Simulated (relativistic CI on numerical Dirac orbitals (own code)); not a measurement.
# Hyperfine structure of In³⁸⁺, mass number 115

Computed by Dirac-Coulomb-Breit CI, orbitals from a KLI potential per configuration, QED by a radiative potential, unscaled Slater integrals (own radial code, finite nucleus).

Configurations in the expansion (outside the closed core [Ne]): 3s, 3p, 3d, 4s, 4p, 4d, 4f, 5s, 5p, 5d, 5f, 5g, 6s, 6p, 6d. Levels of other configurations are missing.

Nuclear spin I = 9/2, μ = 5.5326 μN, Q = 0.772 b (tables of Stone and Pyykkö). The electronic factors are computed for point nuclear moments, without core polarisation or the Bohr-Weisskopf and QED corrections.

```
    Level   E (eV)  A (GHz)  B (GHz)
 3s ²S1/2     0.00     1318         
3p ²P°1/2    87.34    410.5         
3p ²P°3/2   142.21    65.74     79.2
 3d ²D3/2   254.45    33.78     13.6
 3d ²D5/2   266.39    14.04     18.2
 4s ²S1/2  1200.54    536.4         
4p ²P°1/2  1236.56    169.1         
4p ²P°3/2  1258.80    27.25     32.9
```

Levels with J = 0, under 50 % of one LS term, or S terms without an open s electron are left out. Small factors come from cancelling terms and can be off by tens of per cent or more.

At this charge energies of transitions that change n are usually good to better than 1 %, and those within a shell (Δn = 0) to a few per cent.

(1) Give the hyperfine levels of 3s ²S1/2 relative to its centre of gravity.

Results:

(1) With K = F(F + 1) − I(I + 1) − J(J + 1), E = AK/2: F = 4: -3624, F = 5: 2965 GHz.
